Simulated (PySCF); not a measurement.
C5H9Br (SMILES C=C(Br)CCC), singlet, geometry from GFN2-xTB; DF-PBE0/pcseg-2 in PySCF.

The PySCF input:
```python
from pyscf import gto, scf, dft

mol = gto.Mole()
mol.atom = '''
    C     1.34537930   -1.33312922    0.05780935
    C     0.43549442   -0.38020547    0.00588028
    Br    0.97477863    1.38553052   -0.54604161
    C    -1.02101888   -0.45681133    0.32330408
    C    -1.49991966   -1.83697002    0.76645490
    C    -2.99358343   -1.82162973    1.06849730
    H     1.09035010   -2.33329943    0.36010677
    H     2.37507951   -1.15442006   -0.19773890
    H    -1.24199064    0.27380030    1.10897463
    H    -1.58430449   -0.14414520   -0.56261314
    H    -0.95289406   -2.14327533    1.66035898
    H    -1.29752467   -2.56404948   -0.02254205
    H    -3.21655356   -1.11433879    1.86433344
    H    -3.56032311   -1.53406163    0.18563716
    H    -3.32720153   -2.80730405    1.38326405
'''
mol.basis = 'pcseg-2'
mol.verbose = 4
mol.max_memory = 1800
mol.build()

mf = dft.RKS(mol)
mf.xc = 'pbe0'
mf = mf.density_fit(auxbasis='def2-universal-jkfit')
mf.kernel()
```

Output, abridged:

```
PySCF version 2.14.0

[INPUT] verbose = 4
[INPUT] num. atoms = 15
[INPUT] num. electrons = 74
[INPUT] charge = 0
[INPUT] spin (= nelec alpha-beta = 2S) = 0
[INPUT] symmetry False subgroup None
[INPUT] Mole.unit = angstrom
[INPUT] Symbol           X                Y                Z      unit          X                Y                Z       unit  Magmom
[INPUT]  1 C      1.345379300000  -1.333129220000   0.057809350000 AA    2.542398410659  -2.519249114455   0.109243838939 Bohr   0.0
[INPUT]  2 C      0.435494420000  -0.380205470000   0.005880280000 AA    0.822965182576  -0.718484209362   0.011112118736 Bohr   0.0
[INPUT]  3 Br     0.974778630000   1.385530520000  -0.546041610000 AA    1.842064642779   2.618273220026  -1.031869095517 Bohr   0.0
[INPUT]  4 C     -1.021018880000  -0.456811330000   0.323304080000 AA   -1.929446051210  -0.863248304298   0.610956166154 Bohr   0.0
[INPUT]  5 C     -1.499919660000  -1.836970020000   0.766454900000 AA   -2.834437366251  -3.471370236837   1.448389847831 Bohr   0.0
[INPUT]  6 C     -2.993583430000  -1.821629730000   1.068497300000 AA   -5.657052813736  -3.442381290065   2.019167261837 Bohr   0.0
[INPUT]  7 H      1.090350100000  -2.333299430000   0.360106770000 AA    2.060463068892  -4.409296889304   0.680503170902 Bohr   0.0
[INPUT]  8 H      2.375079510000  -1.154420060000  -0.197738900000 AA    4.488249797966  -2.181537746104  -0.373672365173 Bohr   0.0
[INPUT]  9 H     -1.241990640000   0.273800300000   1.108974630000 AA   -2.347022158873   0.517407579824   2.095658329791 Bohr   0.0
[INPUT] 10 H     -1.584304490000  -0.144145200000  -0.562613140000 AA   -2.993901584019  -0.272394950171  -1.063184748682 Bohr   0.0
[INPUT] 11 H     -0.952894060000  -2.143275330000   1.660358980000 AA   -1.800708799125  -4.050203383237   3.137623740662 Bohr   0.0
[INPUT] 12 H     -1.297524670000  -2.564049480000  -0.022542050000 AA   -2.451966266167  -4.845351287033  -0.042598300786 Bohr   0.0
[INPUT] 13 H     -3.216553560000  -1.114338790000   1.864333440000 AA   -6.078405293395  -2.105795123079   3.523079606468 Bohr   0.0
[INPUT] 14 H     -3.560323110000  -1.534061630000   0.185637160000 AA   -6.728035592860  -2.898956338904   0.350803390942 Bohr   0.0
[INPUT] 15 H     -3.327201530000  -2.807304050000   1.383264050000 AA   -6.287499652934  -5.305035802882   2.613990212457 Bohr   0.0

nuclear repulsion = 388.425339001942
number of shells = 51
number of NR pGTOs = 499
number of NR cGTOs = 319
basis = pcseg-2
ecp = {}

******** <class 'pyscf.df.df_jk.DFRKS'> ********
method = DFRKS
initial guess = minao
damping factor = 0
level_shift factor = 0
DIIS = <class 'pyscf.scf.diis.CDIIS'>
diis_start_cycle = 1
diis_space = 8
diis_damp = 0
SCF conv_tol = 1e-09
SCF conv_tol_grad = None
SCF max_cycles = 50
direct_scf = False
XC library pyscf.dft.libxc version 7.1.2
    S. Lehtola, C. Steigemann, M. J. T. Oliveira, and M. A. L. Marques,  SoftwareX 7, 1–5 (2018)
XC functionals = pbe0
    C. Adamo and V. Barone,  J. Chem. Phys. 110, 6158 (1999)
    M. Ernzerhof and G. E. Scuseria,  J. Chem. Phys. 110, 5029 (1999)
radial grids:
    Treutler-Ahlrichs [JCP 102, 346 (1995); DOI:10.1063/1.469408] (M4) radial grids

becke partition: Becke, JCP 88, 2547 (1988); DOI:10.1063/1.454033
pruning grids: <function nwchem_prune>
grids dens level: 3
symmetrized grids: False
atomic radii adjust function: <function treutler_atomic_radii_adjust>
small_rho_cutoff = 0
Set gradient conv threshold to 3.16228e-05
Initial guess from minao.
tot grids = 179288
******** <class 'pyscf.df.df.DF'> ********
auxbasis = def2-universal-jkfit
init E= -2769.04247465162
  HOMO = -0.288557635965257  LUMO = -0.0613032012423895  gap/eV = 6.18391
cycle= 1 E= -2769.61378092876  delta_E= -0.571  |g|= 0.475  |ddm|= 2.86
  HOMO = -0.243498298791718  LUMO = 0.00281162421431969  gap/eV = 6.70243
cycle= 2 E= -2769.59639970488  delta_E= 0.0174  |g|= 0.517  |ddm|= 0.733
  HOMO = -0.260516035676675  LUMO = -0.000745811112857098  gap/eV = 7.06871
cycle= 3 E= -2769.65679220886  delta_E= -0.0604  |g|= 0.113  |ddm|= 0.446
  HOMO = -0.267018574955786  LUMO = -0.00580446163536581  gap/eV = 7.10800
cycle= 4 E= -2769.65972101232  delta_E= -0.00293  |g|= 0.0412  |ddm|= 0.126
  HOMO = -0.266428606148626  LUMO = -0.00294504313015392  gap/eV = 7.16975
cycle= 5 E= -2769.66014357601  delta_E= -0.000423  |g|= 0.00756  |ddm|= 0.0406
  HOMO = -0.266255582417047  LUMO = -0.00346589110434468  gap/eV = 7.15087
cycle= 6 E= -2769.66015878146  delta_E= -1.52e-05  |g|= 0.00349  |ddm|= 0.0136
  HOMO = -0.266243079610708  LUMO = -0.0032527998427183  gap/eV = 7.15633
cycle= 7 E= -2769.66016152619  delta_E= -2.74e-06  |g|= 0.000468  |ddm|= 0.00394
  HOMO = -0.266303579415586  LUMO = -0.00331217186557843  gap/eV = 7.15636
cycle= 8 E= -2769.66016157684  delta_E= -5.07e-08  |g|= 0.000151  |ddm|= 0.000547
  HOMO = -0.266282543849503  LUMO = -0.00329032372216842  gap/eV = 7.15638
cycle= 9 E= -2769.6601615822  delta_E= -5.36e-09  |g|= 4.4e-05  |ddm|= 0.00023
  HOMO = -0.26628330474513  LUMO = -0.00329246451905611  gap/eV = 7.15635
cycle= 10 E= -2769.66016158269  delta_E= -4.92e-10  |g|= 1.08e-05  |ddm|= 5.09e-05
  HOMO = -0.266284163188585  LUMO = -0.00329221714473276  gap/eV = 7.15638
Extra cycle  E= -2769.66016158268  delta_E= 1.18e-11  |g|= 1.35e-05  |ddm|= 2.2e-05
converged SCF energy = -2769.66016158268
```
